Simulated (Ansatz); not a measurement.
Cost and result for the atomization energy of `[SiH3]OBO[SiH3]` (12 atoms, 11 bonds).

```xyz
12

Si   -0.501   -1.671   -1.564
O    -0.103   -0.506   -0.463
B     1.058   -0.177    0.166
O     1.073    0.853    1.043
Si   -0.166    1.850    1.515
H     0.696   -2.477   -1.916
H    -1.541   -2.541   -0.966
H    -1.038   -1.003   -2.773
H     2.070   -0.784   -0.044
H    -1.258    1.062    2.141
H     0.407    2.790    2.506
H    -0.697    2.604    0.353
```

The species carries charge 0 and has multiplicity 1. All single points use the PBE0-D4/def2-TZVP geometry. It is one conformer, not always the lowest. Program: Ansatz. All runs use 4 threads of an Arm Neoverse V2 on a shared host. Times are those of one run each, without the atoms' runs, and a repeat can differ threefold. Electronic energies, without spin–orbit coupling; frozen cores. CCSD(T)/CBS adds CCSD(T) − MP2 in def2-TZVPP to the MP2 limit, and its time is that of the two runs behind it. T1 = 0.013. B3LYP takes the VWN-RPA correlation (the form of Gaussian; ORCA's B3LYP/G). HSE06 is the plane-wave form, built on full-range PBE exchange.

CCSD(T)/CBS is a level of theory with its own doubt, some kJ/mol a heavy atom from the limit and from the frozen cores, so smaller differences don't rank the functionals.

```
                            level  functions  wall time
             revPBE-D4/def2-TZVPP        275      2.3 s
  PBE-D4/def2-TZVPP (with forces)        275      2.7 s
               PBE0-D4/def2-TZVPP        275      3.2 s
              HSE06-D4/def2-TZVPP        275      3.6 s
B3LYP-D4/def2-TZVPP (with forces)        275      5.5 s
            r2SCANh-D4/def2-TZVPP        275      5.5 s
                 CCSD(T)/def2-SVP        113      5.5 s
              PBE-QIDH/def2-TZVPP        275        6 s
               ωB97X-V/def2-TZVPP        275      8.5 s
 ωB97M-V/def2-TZVPP (with forces)        275       12 s
                   MP2/def2-QZVPP        521       24 s
               CCSD(T)/def2-TZVPP        275    3.1 min
                CCSD(T)/CBS(def2)          –    3.5 min
```

(1) What atomization energy does each give, and how far from CCSD(T)/CBS? (Best estimate.)

Results:

(1) Ansatz gave: 
```json
{"level": "revPBE-D4/def2-TZVPP", "atomization (kcal/mol)": "1022.0", "difference from CCSD(T)/CBS": "-28.0", "per bond": "-2.5"}
{"level": "PBE-D4/def2-TZVPP (with forces)", "atomization (kcal/mol)": "1044.0", "difference from CCSD(T)/CBS": "-6.0", "per bond": "-0.5"}
{"level": "PBE0-D4/def2-TZVPP", "atomization (kcal/mol)": "1033.3", "difference from CCSD(T)/CBS": "-16.7", "per bond": "-1.5"}
{"level": "HSE06-D4/def2-TZVPP", "atomization (kcal/mol)": "1033.8", "difference from CCSD(T)/CBS": "-16.2", "per bond": "-1.5"}
{"level": "B3LYP-D4/def2-TZVPP (with forces)", "atomization (kcal/mol)": "1047.7", "difference from CCSD(T)/CBS": "-2.3", "per bond": "-0.2"}
{"level": "r2SCANh-D4/def2-TZVPP", "atomization (kcal/mol)": "1043.6", "difference from CCSD(T)/CBS": "-6.4", "per bond": "-0.6"}
{"level": "CCSD(T)/def2-SVP", "atomization (kcal/mol)": "984.7", "difference from CCSD(T)/CBS": "-65.3", "per bond": "-5.9"}
{"level": "PBE-QIDH/def2-TZVPP", "atomization (kcal/mol)": "1035.0", "difference from CCSD(T)/CBS": "-15.0", "per bond": "-1.4"}
{"level": "ωB97X-V/def2-TZVPP", "atomization (kcal/mol)": "1052.8", "difference from CCSD(T)/CBS": "2.8", "per bond": "0.3"}
{"level": "ωB97M-V/def2-TZVPP (with forces)", "atomization (kcal/mol)": "1051.4", "difference from CCSD(T)/CBS": "1.4", "per bond": "0.1"}
{"level": "MP2/def2-QZVPP", "atomization (kcal/mol)": "1053.8", "difference from CCSD(T)/CBS": "3.8", "per bond": "0.3"}
{"level": "CCSD(T)/def2-TZVPP", "atomization (kcal/mol)": "1023.3", "difference from CCSD(T)/CBS": "-26.7", "per bond": "-2.4"}
{"level": "CCSD(T)/CBS(def2)", "atomization (kcal/mol)": "1050.0", "difference from CCSD(T)/CBS": "0.0", "per bond": "0.0"}
```

From PBE to PBE0 (25 % exact exchange), in def2-TZVPP and without D4, the atomization energy moves by −9.9 kcal/mol: exact exchange takes away binding that semilocal exchange gives to molecules. Leaving LDA and LC-ωPBE aside and taking each functional with its dispersion term where it has one, the values, not all of them listed here, spread over 34.2 kcal/mol, from revPBE-D4 to CAM-B3LYP-D4. LDA lies +131.3 kcal/mol from PBE without D4, its usual overbinding. The D4 term adds +9.2 kcal/mol with B3LYP and +4.9 kcal/mol with PBE0; it sums over pairs of atoms, weighted by their polarisabilities, and B3LYP, whose exchange is more repulsive, gets the larger term.
